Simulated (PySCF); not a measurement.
Level of theory: PBE0-D3(BJ)/def2-TZVP in PySCF. All species are isolated molecules in the gas phase. Delta-SCF ions had no search for a lower state. 

Reference species (SMILES): `[GaH3]` (neutral, multiplicity 1).

The HOMO–LUMO gap is 6.77 eV and the vertical ionisation energy (Delta-SCF) is 11.14 eV.

Changed species: `[GaH2][F]` (1 of 3 H replaced by F; the reference has 0 of 3 H replaced by F).

**Question.** Give the shifts of the HOMO–LUMO gap and vertical ionisation energy (Delta-SCF).

**Answer.** the HOMO–LUMO gap rises by 0.58 eV, to 7.35 eV; the vertical ionisation energy (Delta-SCF) increases by 0.39 eV, to 11.53 eV.
